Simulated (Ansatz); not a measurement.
`C[CH](C)[Mg][Cl]` + H–F → `[F][Mg][Cl]` + `CCC`  (ligand exchange at a Mg–C bond)

Isolated molecules relaxed with PBE0-D4/def2-TZVP in Ansatz; ΔE leaves out vibrations. CCSD(T)/CBS adds triple-zeta CCSD(T) − MP2 to the extrapolated MP2 energy (def2 sets, frozen cores). This one scheme is used for every species. Functionals use def2-TZVPP. B3LYP here is the variant with VWN-RPA as its local correlation; programs differ in this. For Mg outer-core shells are correlated without core-valence functions, which leaves a few kJ/mol of doubt a bond. Each species was taken in one conformer, which may not be the lowest.

`C[CH](C)[Mg][Cl]`:

```xyz
12

C     0.680   -0.494    1.142
C    -0.160    0.349    0.185
C     0.623    0.660   -1.089
Mg   -2.041   -0.502   -0.208
Cl   -4.004   -1.397   -0.621
H     0.185   -0.664    2.103
H     0.919   -1.477    0.723
H     1.643   -0.008    1.359
H    -0.378    1.303    0.684
H     0.086    1.335   -1.762
H     0.859   -0.245   -1.659
H     1.586    1.139   -0.857
```

H–F:

Z-matrix (Å, degrees):
```
F
H 1 0.920
```

`[F][Mg][Cl]`:

Cartesian coordinates in Å:
```
F 1.539 0.846 0.687
Mg 0.116 0.064 0.051
Cl -1.655 -0.910 -0.739
```

`CCC`:

```xyz
11

C     0.563   -0.796   -0.837
C     0.372   -0.070    0.484
C    -0.838    0.849    0.478
H     0.699   -0.088   -1.659
H    -0.309   -1.412   -1.077
H     1.436   -1.452   -0.815
H     0.271   -0.803    1.292
H     1.271    0.511    0.715
H    -0.960    1.362    1.435
H    -1.757    0.288    0.283
H    -0.748    1.612   -0.300
```

| level | ΔE (kJ/mol) | difference from CCSD(T)/CBS |
| --- | --- | --- |
| PBE-D4 | -205.0 | 6.6 |
| PBE0-D4 | -209.3 | 2.3 |
| ωB97X-V | -222.6 | -11.0 |
| B2PLYP | -222.2 | -10.6 |
| PBE-QIDH | -215.0 | -3.4 |
| revPBE | -212.6 | -1.0 |
| B3LYP | -225.0 | -13.4 |
| CCSD(T)/def2-SVP | -233.8 | -22.2 |
| CCSD/def2-TZVPP | -214.4 | -2.8 |
| SCS-MP2/def2-QZVPP | -220.8 | -9.2 |
| CCSD(T)/CBS | -211.6 | 0 |

Largest T1 diagnostic among the species: 0.010.

The D4 term adds +5.9 kJ/mol with B3LYP and +3.5 kJ/mol with PBE0; it sums over pairs of atoms, weighted by their polarisabilities, and B3LYP, whose exchange is more repulsive, gets the larger term. In def2-TZVPP, CCSD(T) changes the Hartree–Fock value by +32.1 kJ/mol (the triples alone add +5.2 kJ/mol) and MP2 by +29.9 kJ/mol. From PBE to PBE0 (25 % exact exchange), in def2-TZVPP and without D4, ΔE moves by −3.9 kJ/mol.
